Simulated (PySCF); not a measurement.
Dipole response of Cu²⁺ (copper, charge +2)

[Ar] 3d9, 2D determinant. All numbers are calculated (PySCF 2.14, scalar relativity through the core potential, in aug-cc-pVTZ-PP with one added diffuse shell each of s, p, d, f, g type with ECP10MDF (7s7p6d4f3g, 113 functions)). Coupled (time-dependent) response in atomic units; α is the mean over directions.

| method | mean α (bohr³) | α xx, yy, zz | C₆ (like pair) | S(−4) |
| --- | --- | --- | --- | --- |
| UHF | 2.461 | 2.374, 2.374, 2.636 | 6.487 | 2.521 |
| PBE | 3.167 | 3.039, 3.039, 3.421 | 8.555 | 5.313 |

S(−4) is the Cauchy moment in α(ω) = α(0) + S(−4) ω² + …

α(iu) at UHF:

```csv
u (hartree),α(iu) (bohr³)
0,2.461
0.0500,2.455
0.100,2.437
0.200,2.367
0.300,2.266
0.500,2.024
0.750,1.733
1.00,1.493
1.50,1.142
2.00,0.9044
3.00,0.6090
5.00,0.3306
```

For an ion, C₆ is the dispersion term alone; charge-induced terms of lower order in 1/R come first.

The components differ because the open shell of this determinant is not spherical; for a pure term their mean is the scalar polarisability.

Energies and moments cover only the electrons outside the core potential.
